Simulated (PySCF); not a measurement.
## Distorted geometries of [TlF2]+

[TlF2]+ (singlet). PySCF 2.14.0, RKS BP86, Tl def2-SVP with ECP60, F def2-SVP; non-relativistic Hamiltonian with scalar-relativistic core potentials where named; density fitting; no spin-orbit coupling. Relaxed geometry:

```xyz
3

Tl    0.0000    0.0000    0.3962
F     1.9507    0.0000    0.3962
F    -1.9507    0.0000    0.3962
```

Task: Order these distorted geometries by energy above the relaxed one, lowest first.
A.
```xyz
3

Tl    0.0421    0.0069    0.3499
F     1.9070    0.0376    0.4665
F    -1.9491   -0.0445    0.3722
```
B.
```xyz
3

Tl    0.0493    0.1136    0.3247
F     2.0472   -0.0358    0.4082
F    -2.0964   -0.0778    0.4556
```
C.
```xyz
3

Tl    0.0194   -0.0020    0.4433
F     1.9537   -0.0504    0.3702
F    -1.9731    0.0525    0.3750
```

Result: C (0.03 eV), A (0.13 eV), B (0.40 eV).

Task: Which forces (eV/Å) act in the one that lies 0.13 eV up?

Result: 
```
Tl  -3.63 -0.07  0.05
F    2.58  0.04  0.04
F    1.05  0.04 -0.10
```
Forces carry noise of the integration grid, about 0.01 to 0.03 eV/Å.
